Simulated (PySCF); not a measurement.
Computed properties of Se(Me)(SeH) (CH4Se2), SMILES C[Se][SeH]

Se(Me)(SeH) (CH₄Se₂), SMILES [SeH][Se]C. The structure is a stationary point at B3LYP-D3(BJ)/def2-SVP. One conformer was computed; it need not be the lowest. All values are computed for the isolated molecule unless a solvent is named; none is compared with measurement here.

**Structure.** All 15 harmonic modes at B3LYP-D3(BJ)/def2-SVP (PySCF) are real, so it is a minimum. With heavy atoms numbered as in [Se:1]([CH3:2])[SeH:6], the shortest bond between them is Se1–C2 at 1.969 Å and the longest Se1–Se6 at 2.354 Å.

**Vibrations.** The strongest infrared lines (harmonic, unscaled, degenerate partners summed) lie at 2358 cm⁻¹ (27 km/mol, H 99 %), 3045 cm⁻¹ (12 km/mol, H 98 %), 900 cm⁻¹ (10 km/mol, H 82 %, C 17 %). The softest mode is at 138 cm⁻¹ and the zero-point energy is 28.4 kcal/mol.

**Electronic structure.** ωB97X/def2-TZVPD (PySCF) places the frontier levels at -8.99 and 0.39 eV, a gap of 9.38 eV, and gives a dipole moment of 1.59 D and a mean polarisability of 73.3 bohr³. PBE/def2-TZVPD (PySCF) at the same geometry gives -5.57 and -2.44 eV, so its gap is 6.25 eV narrower. An orbital gap is neither the optical nor the fundamental gap.

**Excitations.** TDA-B3LYP/def2-SVPD (PySCF) has S1 at 3.53 eV (352 nm, f = 0.004, weak); the most intense of the 10 singlets computed lies at 6.57 eV (f = 0.21). T1 (TDA) is at 2.92 eV, 0.61 eV under S1. TDA-PBE/def2-SVPD (PySCF) puts S1 at 3.38 eV. No vertical singlet excitation falls in the visible range (under 3.1 eV).

**NMR.** GIAO shifts at PBE0/pcSseg-1 (PySCF) (non-relativistic, atoms alike by connectivity averaged): ¹³C at 27.6 ppm against TMS; ¹H from 2.5 to 3.8 ppm against TMS.
